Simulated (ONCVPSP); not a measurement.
## Before and after: ONCV potential for silver (Ag)

silver (Ag), optimised norm-conserving Vanderbilt (ONCV), made with ONCVPSP 4.0.1 (PBEsol, scalar-relativistic). Core [Ar] 3d10, reference 4s2 4p6 4d10 5s1. Waves: 4s+5s: rc 1.55 bohr, ncon 4, nbas 8, qcut 6.4 1/bohr, 2 projectors; 4p: rc 1.65 bohr, ncon 4, nbas 9, qcut 10 1/bohr, 1 projector; 4d: rc 1.75 bohr, ncon 4, nbas 9, qcut 8.7 1/bohr, 2 projectors, debl 1.6 Ha. Local part: polynomial inside 1.05 bohr (lpopt 3, dvloc0 6 Ha). Core correction: Teter function fitted to the true core (icmod 2), fcfact 0.25.

All-electron outer shells of the reference configuration (PBEsol, scalar-relativistic, ld1.x):

```
shell  level (eV)  outermost node (bohr)  outermost maximum (bohr)
   3d     -358.49                      –                      0.27
   4s      -94.97                   0.44                      0.82
   4p      -58.51                   0.44                      0.87
   4d       -7.45                   0.43                      1.04
   5s       -4.42                   1.11                      2.49
```

Change: local potential polynomial inside 1.05 bohr (lpopt 3, dvloc0 4 Ha).

Cutoffs: the cutoffs (Ha) at which the residual kinetic energy of the hardest occupied pseudo-wave falls to 1 and 0.1 mHa per electron; they do not see the model core or the augmentation charge, which bear on the density cutoff. Errors are all-electron minus pseudo energies relative to the spin-unpolarised reference configuration.

Problem. Predict the effect on cutoff, ghosts and configuration errors.

Solution. The potential gets neither clearly harder nor softer (27 Ha and 32 Ha → 27 Ha and 32 Ha); of the 4 tests that both files solve, the error grows in 2 and shrinks in 0 by more than 15 % and 0.3 meV (median size 4.5 → 4.9 meV); neither file shows a bound ghost.

| quantity | base | changed |
| --- | --- | --- |
| cutoff, loose | 27 Ha | 27 Ha |
| cutoff, tight | 32 Ha | 32 Ha |
| bound ghosts | none | none |
| GHOST(+) flags under 300 eV | none | none |
| error for 4s2 4p6 4d10 5s0, meV [ΔE 7.75 eV] | -2.0 | -2.0 |
| error for 4s2 4p6 4d9 5s0, meV [ΔE 29.86 eV] | -3.4 | -3.2 |
| error for 4s2 4p6 4d8 5s0, meV [ΔE 66.04 eV] | +5.6 | +6.6 |
| error for 4s2 4p6 4d9 5s1 5p1, meV [ΔE 8.61 eV] | +41 | +70 |
| s: phases at 1.57 bohr within 0.05 rad from the reference energy up to (Ha; the scan ends near 5) | to the end of the scan | to the end of the scan |
| p: phases at 1.67 bohr within 0.05 rad from the reference energy up to (Ha; the scan ends near 5) | 0.7 | 0.5 |
| d: phases at 1.77 bohr within 0.05 rad from the reference energy up to (Ha; the scan ends near 5) | to the end of the scan | to the end of the scan |
| rms error of d²Exc/dni dnj with the model core, mHa | 1.42 | 1.42 |
